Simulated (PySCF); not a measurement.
How methods differ on the fine-structure interval of Cs⁴⁶⁺

Cs⁴⁶⁺ [He] 2s2 2p5 [2p1/2^2 2p3/2^3, M_J = 3/2] → Cs⁴⁶⁺ [He] 2s2 2p5 [2p1/2^1 2p3/2^4, M_J = 1/2], as a difference of total energies. Calculation: PySCF 2.14, in an uncontracted even-tempered set (17 s from 25 bohr⁻², ratio 2.4; 13 p from 33 bohr⁻², ratio 2.4; 5 d from 120 bohr⁻², ratio 2.6; 4 f from 180 bohr⁻², ratio 2.6); the two-component X2C-1e Hamiltonian. Correlated levels: nothing frozen; the 32 highest virtual spinors dropped. "Screened" scales the spin-orbit matrix elements by Boettger's factors to mimic the two-electron term; Breit and QED terms are absent.

| method | fine-structure interval (cm⁻¹) |
| --- | --- |
| GHF (screened spin-orbit) | 2975900 |
| GMP2 (screened spin-orbit) | 2976900 |
| GHF (bare spin-orbit) | 3094700 |
